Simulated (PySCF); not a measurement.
Gas-phase reaction: 3 H3SiOH → (H2SiO)3 + 6 H

Energies from PySCF (xtb for GFN2), thermal terms from the rigid-rotor harmonic-oscillator model, ideal gas at 1 bar. † marks an energy on the PBE0/def2-TZVP geometry and frequencies; other levels use their own. MP2 and CCSD(T) freeze the core. Open shells (unrestricted): H (multiplicity 2); the rest are closed-shell singlets. GFN2 has no spin-polarisation term. B3LYP is the form with VWN-RPA correlation. H3SiOH, (H2SiO)3: computed as isolated molecules; such fragments, hydroxides, amides, oligomers or adducts are transient or little studied in the gas. MP2 isn't extrapolated to the basis-set limit; its ΔH°(298 K) is 853.0 kJ in def2-SVP and 878.9 kJ in def2-TZVPP. CCSD(T) isn't extrapolated to the basis-set limit. The harmonic model lacks anharmonicity and excited electronic states, which grow with temperature; levels with a mode under 35 cm⁻¹ are left out. Internal rotation in H3SiOH is treated as a harmonic vibration of one conformer, which makes the entropy rough. Soft modes under 120 cm⁻¹ make the harmonic entropy rough for (H2SiO)3.

```csv
level,"ΔE electronic, kJ","ΔH°(298 K), kJ","ΔS°(298 K), J/K","ΔG°(2500 K), kJ"
B3LYP/def2-TZVP†,1091,990,267,146
BLYP/def2-TZVP†,1091,990,267,145
CCSD(T)/def2-SVP†,1037,936,267,92
GFN2-xTB,1300,1203,272,345
M06-2X/def2-TZVP†,1012,910,267,66
MP2/def2-SVP†,954,853,267,9
PBE/def2-SVP,1045,948,278,74
LDA/def2-TZVP†,1131,1030,267,186
ωB97M-V/def2-TZVP†,1044,943,267,99
ωB97X-V/def2-TZVP†,1042,941,267,96
```
ΔH° is lowest at MP2/def2-SVP† and highest at GFN2-xTB. No reference value is set beside these.
